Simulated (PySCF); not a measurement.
**How methods differ on the ionisation energy of Pd⁺**

Pd⁺ [Kr] 4d9 (2D) → Pd²⁺ [Kr] 4d8 (3F), as a difference of total energies. Calculation: PySCF 2.14, in x2c-TZVPPall with one added diffuse shell each of s, p, d, f type (9s7p7d3f1g, 95 functions); the spin-free X2C one-electron Hamiltonian (Gaussian nucleus). Correlated levels: valence: [Kr] frozen; valence and next inner shell: [Ar] 3d10 frozen. The calculations carry no spin-orbit coupling.

```json
{"method": "UHF", "ionisation energy (eV)": "17.433"}
{"method": "LDA", "ionisation energy (eV)": "20.332"}
{"method": "PBE", "ionisation energy (eV)": "19.833"}
{"method": "PBE0", "ionisation energy (eV)": "19.526"}
{"method": "r2SCAN", "ionisation energy (eV)": "19.353"}
{"method": "MN15", "ionisation energy (eV)": "19.779"}
{"method": "PBEsol", "ionisation energy (eV)": "19.897"}
{"method": "B2PLYP", "ionisation energy (eV)": "19.482"}
{"method": "BHandHLYP", "ionisation energy (eV)": "19.200"}
{"method": "MP2 (valence)", "ionisation energy (eV)": "19.421"}
{"method": "SCS-MP2 (valence)", "ionisation energy (eV)": "19.281"}
{"method": "MP2 (valence and next inner shell)", "ionisation energy (eV)": "19.600"}
{"method": "SCS-MP2 (valence and next inner shell)", "ionisation energy (eV)": "19.339"}
```

How much does correlation contribute at MP2 (valence and next inner shell)?

19.600 − (17.433) = 2.167 eV, measured against UHF.

A first-order spin-orbit estimate (lowest level to lowest level, LS coupling) adds -0.117 eV.

Errors of the correlated levels include the incompleteness of this basis and the frozen core.

For comparison: 19.43 ± 0.12 eV (semi-empirical (NIST evaluation); NIST Atomic Spectra Database, ionization energies).
